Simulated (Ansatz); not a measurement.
Compare A (`[CH2]1[NH][SnH2]1`) with its isomer B (`N=[CH][SnH3]`).

Calculated with Ansatz (gas phase, PBE0-D4/def2-TZVP geometries, no zero-point term in ΔE). CCSD(T)/CBS is the MP2 limit (def2-TZVPP, def2-QZVPP) plus CCSD(T) − MP2 in def2-TZVPP, frozen cores. DFT in def2-TZVPP. def2 core potentials past Kr. For Sn outer-core shells are correlated without core-valence functions, which leaves a few kJ/mol of doubt a bond. One conformer a species, not always the lowest.

(1) Which is lower in electronic energy at CCSD(T)/CBS, and by how much? (Estimate.)

(2) Give E(B) − E(A) in kcal/mol with B2PLYP, CCSD(T)/def2-SVP, CCSD/def2-TZVPP, r2SCAN-D4, ωB97M-V, BLYP-D4, LDA (SPW92). (Best estimate.)

(3) Does the order hold for the free energy at 298.15 K (harmonic terms from PBE0-D4)? (Best estimate.)

Largest T1 diagnostic: 0.016.

Answers

(1) Ansatz gave: B, by 2.8 kcal/mol.

(2) The calculation gave: B2PLYP -1.3, CCSD(T)/def2-SVP -5.0, CCSD/def2-TZVPP -5.5, r2SCAN-D4 0.3, ωB97M-V -3.2, BLYP-D4 3.6, LDA (SPW92) 1.5. The order is the other way round with r2SCAN-D4, BLYP-D4, LDA (SPW92).

(3) Computed: Yes: G(B) − G(A) = -5.1 kcal/mol, for one conformer each. Modes under 60 cm⁻¹, often nearly free rotors, make the harmonic entropy too high.

From r2SCAN to r2SCAN0 (25 % exact exchange), in def2-TZVPP and without D4, E(B) − E(A) moves by −2.0 kcal/mol. At CCSD(T), def2-SVP lies −2.3 kcal/mol from the extrapolated value and def2-TZVPP −2.0 kcal/mol.
